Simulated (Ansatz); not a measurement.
The same path of FGe₂H₃O (7 atoms, charge 0, multiplicity 1) was run twice with different band settings. Lost on the way: Ge2–H5. Made: O3–H5.

Computed with RKS B3LYP-D4/def2-SVP in Ansatz 0.2.0.

Relaxed end points:

```xyz
7
Properties=species:S:1:pos:R:3
F -2.364 -0.511 -0.510
Ge -0.757 0.091 -0.846
O 0.509 -1.115 -0.326
Ge 0.797 0.258 0.892
H -0.753 0.431 -2.346
H 0.444 -0.131 2.339
H 2.186 0.908 0.750
```

```xyz
7
Properties=species:S:1:pos:R:3
F -2.504 -0.492 -0.048
Ge -1.462 0.699 -0.838
O 0.147 -0.585 -0.823
Ge 0.469 0.475 0.841
H 0.807 -0.515 -1.529
H 0.717 -0.691 1.840
H 1.888 1.042 0.510
```

Common settings: movable images 5; climbing image yes; spring 5.0 eV/Å²; start path through a guess of the saddle point; force threshold 0.05 eV/Å; iteration limit 60; end points relaxed.

| run | optimiser | largest step |
| --- | --- | --- |
| 1 | quadratic models (default) | default |
| 2 | fire | 0.5 Å |

(1) What does each run give, and how far can it be trusted?

Results:

(1) Run 1: converged after 9 iterations, highest image 1.501 eV above the first end. Neighbouring images differ by up to 1.4 eV, so the band resolves the path poorly. A vibrational analysis at the climbing image gives one clearly imaginary mode, 1224i cm⁻¹: a first-order saddle point.
Run 2: converged after 34 iterations, highest image 1.501 eV above the first end. Neighbouring images differ by up to 1.4 eV, so the band resolves the path poorly. Another band between the same ends (5 images) ends at a top of the same energy, where a vibrational analysis finds 1 clearly imaginary mode.
The orbitals stay closed-shell, which can raise the energy where a bond breaks towards radicals; this wasn't checked here.
